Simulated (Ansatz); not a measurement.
`C[O][GeH]([OH])[Cl]` + `[CH3]`• → `C[O][Ge]([OH])[Cl]`• + CH₄  (hydrogen abstraction from a Ge–H bond)

Program: Ansatz. Geometries: PBE0-D4/def2-TZVP. ΔE: electronic, gas phase. CCSD(T)/CBS is the MP2 limit (def2-TZVPP, def2-QZVPP) plus CCSD(T) − MP2 in def2-TZVPP, frozen cores. This one scheme is used for every species. DFT in def2-TZVPP. B3LYP here is the variant with VWN-RPA as its local correlation; programs differ in this. No spin–orbit coupling; open shells (•) take unrestricted orbitals. For Ge outer-core shells are correlated without core-valence functions, which leaves a few kJ/mol of doubt a bond. Scalar relativity is left out up to krypton. Each species was taken in one conformer, which may not be the lowest.

(1) Is it downhill or uphill in electronic energy at CCSD(T)/CBS, and by how much? (Best estimate.)

(2) What do these levels give: B3LYP, MP2/def2-TZVPP, SCS-MP2/def2-TZVPP, CCSD(T)/def2-TZVPP, SCS-MP2/def2-QZVPP, HF/CBS(def2)? (An estimate is asked.)

Largest T1 diagnostic among the species: 0.015.

Answers

(1) Ansatz gave: Downhill: ΔE = -93.7 kJ/mol.

(2) The calculation gave: B3LYP -116.6, MP2/def2-TZVPP -98.5, SCS-MP2/def2-TZVPP -93.8, CCSD(T)/def2-TZVPP -93.5, SCS-MP2/def2-QZVPP -93.9, HF/CBS(def2) -58.8 kJ/mol.

In def2-TZVPP, CCSD(T) changes the Hartree–Fock value by −34.9 kJ/mol (the triples alone add −5.7 kJ/mol) and MP2 by −39.9 kJ/mol. From PBE to PBE0 (25 % exact exchange), in def2-TZVPP and without D4, ΔE moves by +19.4 kJ/mol.
